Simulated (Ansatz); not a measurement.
Basis-set series for `CN(C)[Si](O)(O)O`. Charge 0, multiplicity 1. Geometry: relaxed with PBE0-D4/def2-TZVP. It is one conformer, not always the lowest.

```csv
functional,basis,functions,energy (Eh),HOMO (eV),LUMO (eV)
PBE0-D4,def2-SVP,147,-650.83311,-6.28,1.23
PBE0-D4,def2-QZVPP,682,-651.42042,-6.48,0.12
ωB97M-V,def2-SVP,147,-651.18701,-8.60,2.85
ωB97M-V,def2-QZVPP,682,-651.78596,-8.81,1.27
```

(1) Give the rows for def2-TZVPP. (Estimate.)

Results:

(1) Computed: 
| functional | basis | functions | energy (Eh) | HOMO (eV) | LUMO (eV) |
| --- | --- | --- | --- | --- | --- |
| PBE0-D4 | def2-TZVPP | 354 | -651.38851 | -6.44 | 0.54 |
| ωB97M-V | def2-TZVPP | 354 | -651.75560 | -8.77 | 1.94 |

Positive LUMOs are unbound and depend on the basis.
